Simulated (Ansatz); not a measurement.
FH$_{5}$OSi$_{2}$, SMILES `F[SiH2]O[SiH3]`, relaxed with RKS PBE0-D4/def2-TZVP in the Gaussian-basis code of Ansatz from a PBE-D4/def2-SVP geometry. The force threshold is 0.005 eV/Å; the program also tests the step.

Charge 0, multiplicity 1.

Start:

```xyz
9

F    -1.175    2.180    0.190
Si   -1.166    0.809   -0.699
O    -0.398   -0.395    0.139
Si    1.107   -0.904    0.691
H    -2.583    0.389   -0.914
H    -0.430    1.113   -1.970
H     1.042   -2.390    0.891
H     1.431   -0.230    1.994
H     2.171   -0.572   -0.322
```

Q: By how much does the energy fall, and how many steps does the optimiser take? (Best estimate.)

A: The calculation gave: 2.15 kcal/mol, in 15 steps, 1 of them rejected.

Q: Which bonds change most? (Estimate.)

A: The calculation gave: O3–Si4 from 1.682 to 1.641 Å; Si2–O3 from 1.656 to 1.616 Å; F1–Si2 from 1.634 to 1.594 Å; Si4–H9 from 1.506 to 1.486 Å.

Q: Give the relaxed structure. (Best estimate.)

A: Ansatz gave: 
```xyz
9

F    -1.107    2.182    0.096
Si   -1.150    0.799   -0.697
O    -0.334   -0.324    0.130
Si    1.100   -0.888    0.694
H    -2.562    0.381   -0.796
H    -0.517    1.035   -2.014
H     1.014   -2.365    0.775
H     1.360   -0.323    2.041
H     2.196   -0.497   -0.230
```
